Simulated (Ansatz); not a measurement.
Basis-set extrapolation for C2H3O3Si, SMILES `[C]#C[Si](O)(O)O` radical (PBE0-D4/def2-TZVP geometry, frozen core, Ansatz 0.2.0). Multiplicity 2, UHF reference.

```json
{"": "HF", "def2-TZVPP": "-591.190975", "def2-QZVPP": "-591.214590"}
{"": "MP2 correlation", "def2-TZVPP": "-1.057555", "def2-QZVPP": "-1.143054"}
{"": "CCSD(T) correlation", "def2-TZVPP": "-1.142949", "def2-QZVPP": "not run"}
```

Energies in hartree. Use E(X) = E(∞) + A·exp(−7.88·√X) for Hartree–Fock and E(X) = E(∞) + B·X^(−2.97) for correlation, with X = 3 and 4, and add CCSD(T) minus MP2 of the smaller set to the MP2 limit.

Q: What is the CCSD(T) energy at the basis-set limit?

A: HF limit: -591.214590 + (-0.023615) × 0.13774 = -591.21784. MP2 limit: -1.143054 + (-0.085499) × 0.74074 = -1.20639. Higher-order term: -1.142949 − (-1.057555) = -0.08539. Total: -592.50962 hartree, 4.78 eV below CCSD(T)/def2-TZVPP.

The UHF reference is spin-contaminated (⟨S²⟩ = 1.16, T1 = 0.037).
